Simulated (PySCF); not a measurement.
## YbF3(NH3) relaxed at several levels

Computed with PySCF 2.14.0, def2-SVP on the ligands, density fitting, scalar-relativistic core potentials, no spin-orbit coupling, vacuum. Each row is relaxed at its own level from the same template. Distances are means of the shortest metal–ligand contacts, charges and spins Mulliken's; removal energies are rigid, with the ligand's formal charge and no counterpoise, so too large; for an anion taken off a cation in vacuum most of it is the attraction of opposite charges, and multiply charged cations can part far more cheaply with an electron moved from ligand to metal. lcecp potentials hold a fixed number of 4f electrons in the core, out of states, spins and gaps.

```
level      basis on the metal  point group  M–F (Å)  M–NH3 (Å)  charge on M (e)  dipole (D)  removal of one F (eV)  strongest infrared band, degenerate modes summed (cm⁻¹)  unstable modes (below −25 cm⁻¹)
 BP86  lcecp-1-SVP with ECP59          C3v    1.997      2.450             0.92        6.47                  11.42                                                      561                                0
```

**Question.** What does the calculation give for PBE0, lcecp-1-SVP with ECP59?

**Answer.** point group: C3v, M–F (Å): 1.989, M–NH3 (Å): 2.434, charge on M (e): 1.14, dipole (D): 5.97, removal of one F (eV): 11.32, strongest infrared band, degenerate modes summed (cm⁻¹): 571, unstable modes (below −25 cm⁻¹): 0.
```xyz
8

Yb    0.0905   -0.0905    0.0905
F     1.0493    1.3644    1.0493
F    -1.3644   -1.0493    1.0493
F     1.0493   -1.0493   -1.3644
N    -1.3150    1.3150   -1.3150
H    -1.9247    1.9247   -0.7661
H    -0.7661    1.9247   -1.9247
H    -1.9247    0.7661   -1.9247
```

One start shape was tried for each, so a minimum needn't be the lowest isomer.
